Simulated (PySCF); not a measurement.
Compound: C₆H₇NO.
Cartesian coordinates in Å at the PBE0-D3(BJ)/def2-SVP level; atoms count from 1:
```
atom  x, y, z in Å
O1    -2.7371   -0.9713   -0.2371
N2    -2.0568    0.2389   -0.2325
C3    -0.6688    0.1309   -0.1121
C4     0.1320    1.2079   -0.5228
C5     1.5096    1.1630   -0.3424
C6     2.1137    0.0489    0.2418
C7     1.3165   -1.0228    0.6396
C8    -0.0653   -0.9910    0.4683
H9    -3.2721   -0.9431    0.5651
H10   -2.3390    0.7671   -1.0550
H11   -0.3339    2.0857   -0.9796
H12    2.1192    2.0099   -0.6673
H13    3.1963    0.0161    0.3803
H14    1.7757   -1.9067    1.0899
H15   -0.6900   -1.8336    0.7639
```

Level of theory: PBE0-D3(BJ)/def2-SVP geometry optimisation, gas phase in PySCF.

Masses are those of the commonest isotopes; rigid-rotor values at the optimised geometry. The values belong to one conformer with, in the numbering `[OH:1][NH:2][c:3]1[cH:4][cH:5][cH:6][cH:7][cH:8]1`, H–O1–N2–C3 116°, O1–N2–C3–C4 160°.

What are A, B and C (GHz)?

Ia = 100.09, Ib = 329.71, Ic = 426.28 u·Å²; 505379 MHz·u·Å²/I gives 5049, 1533 and 1186 MHz, that is A = 5.0494, B = 1.5328, C = 1.1855 GHz.

What kind of rotor is it?

An asymmetric top; Ray's κ = -0.820.

What does the inertial defect say?

Not planar: Δ = Ic − Ia − Ib = -3.51 u·Å². For a rigid frame Δ = −2 Σ m c², so Σ m c² = 1.76 u·Å² lies off the ab plane: 0.51 from hydrogen and 1.25 from heavier atoms. The atom farthest from that plane is 0.61 Å away.

Give the other two planar moments, Paa and Pbb, and the rms extents of the mass along the axes.

Paa = Σ m a² = (Ib + Ic − Ia)/2 = 327.95 and Pbb = Σ m b² = (Ia + Ic − Ib)/2 = 98.33 u·Å². With the mass M = 109.05 u, the rms extents √(P/M) along a, b and c are 1.73, 0.95, 0.13 Å.

List the rotational levels J(Ka,Kc) to J = 3 (K).

Above 0(0,0), as E/k:
J = 1: 1(0,1) 0.130, 1(1,1) 0.299, 1(1,0) 0.316
J = 2: 2(0,2) 0.390, 2(1,2) 0.543, 2(1,1) 0.593, 2(2,1) 1.100, 2(2,0) 1.101
J = 3: 3(0,3) 0.777, 3(1,3) 0.909, 3(1,2) 1.009, 3(2,2) 1.491, 3(2,1) 1.497, 3(3,1) 2.377, 3(3,0) 2.377

Which types of transition are allowed, and where do some lines up to J = 5 fall?

The dipole components are |μa| = 1.10 D, |μb| = 0.63 D, |μc| = 0.57 D. Intensities carry the squares of the components, which stand as 1.00 : 0.33 : 0.27 (a : b : c). Some lines, for components of 0.1 D or more:

```
type  branch         J(Ka,Kc)    MHz  lower level (cm⁻¹)
   a       Q  1(1,0) ← 1(1,1)    347               0.208
   a       R  2(1,1) ← 1(1,0)   5784               0.220
   c       R  1(1,0) ← 0(0,0)   6582               0.000
   b       Q  4(2,3) ← 4(1,4)  12849               0.970
   c       Q  4(3,2) ← 4(2,2)  18172               1.410
   b       Q  4(3,2) ← 4(2,3)  18531               1.398
   b       R  5(2,4) ← 4(1,3)  22921               1.085
   c       R  5(2,4) ← 4(1,4)  26386               0.970
   c       R  3(3,1) ← 2(2,1)  26621               0.764
   c       R  5(3,3) ← 4(2,3)  32196               1.398
```

Estimate the classical rotational partition function at 25 K, 50 K and 200 K.

Point group C1, symmetry number σ = 1; q = (√π/σ)·√((kT/h)³/(ABC)), k/h = 20836.6 MHz/K: 6960 at 25 K, 19700 at 50 K, 157000 at 200 K.

No PBE0-D3(BJ)/def2-SVP frequencies stand behind this structure, so it isn't proved a minimum. No vibrational averaging or centrifugal distortion is included, and the geometry carries the error of its method. A rigid rotor knows nothing of inversion at nitrogen, which can split or shift real lines. Quadrupole hyperfine structure (14N) is left out.
